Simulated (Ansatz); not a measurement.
A search over several starts for the lowest SCF solution of Li11 at the given spin, in a small basis.

```yaml
crystal:
  periodic: [false, false, false]
  atoms:
    - {symbol: Li, position_ang: [1.771077, 0.188523, 2.584629]}
    - {symbol: Li, position_ang: [0.330734, -4.093347, -0.208325]}
    - {symbol: Li, position_ang: [4.228000, 1.101808, 1.172191]}
    - {symbol: Li, position_ang: [4.496967, -0.899664, -1.015862]}
    - {symbol: Li, position_ang: [1.372082, -3.214160, 2.437287]}
    - {symbol: Li, position_ang: [3.303342, -3.984965, -0.113326]}
    - {symbol: Li, position_ang: [1.840546, 0.983932, -0.599661]}
    - {symbol: Li, position_ang: [-0.471231, -1.308143, 0.465281]}
    - {symbol: Li, position_ang: [1.459641, -2.078780, -2.084965]}
    - {symbol: Li, position_ang: [2.265904, -1.513517, 0.477173]}
    - {symbol: Li, position_ang: [4.429437, -1.694285, 2.169978]}
basis:
  gaussian: {orbitals: def2-SVP, initial_orbitals: start.molden}
magnetization: {spin_polarized: true, initial_magnetization: 3}
hamiltonian: {xc: pbe0}
output: {orbitals: {seedname: orbitals}}
```

The file start.molden holds the orbitals of an earlier run on this structure, at another level or in another basis.

```sh
$ ansatz run in.yaml --threads 4 --pin off --events-out ev --progress --plain --max-ram 3916MiB
```

Shortened log:

```
Functional definition: PBE0
1419 factors; integrals over basis functions are off by at most 1.2e-4 eV
mean field evaluation 1: about -2243.0390 eV, gradient 4.5e-1 eV
mean field evaluation 2: about -2243.6284 eV, gradient 3.3e-4 eV
mean field evaluation 4: about -2243.6284 eV, gradient 2.1e-5 eV
mean field evaluation 8: about -2242.9905 eV, gradient 1.6e0 eV
mean field evaluation 16: about -2243.6283 eV, gradient 5.0e-2 eV
mean field evaluation 32: about -2243.6284 eV, gradient 2.1e-5 eV
mean field evaluation 64: about -2243.6215 eV, gradient 2.6e-1 eV
mean field evaluation 96: about -2243.0797 eV, gradient 2.6e-1 eV
mean field evaluation 128: about -2243.1229 eV, gradient 4.4e-1 eV
mean field evaluation 160: about -2243.4959 eV, gradient 1.9e0 eV
mean field -2243.62843289 eV, -82.4518241228 hartree, gradient 2.1e-5 eV, S^2 3.862753; 11 other end points of the search recorded, 0 dependent functions left out
reference -2243.62848334 eV, -82.4518259766 hartree; 18, 15 occupied and 81, 84 virtual orbitals, 1419 factors
Total energy: -2243.62848334 eV, -82.4518259766 hartree
```

Hardware: 4 threads of Arm Neoverse V2 on a shared host. Wall time 27 s.

The structure comes from a short search, and lower isomers may exist.
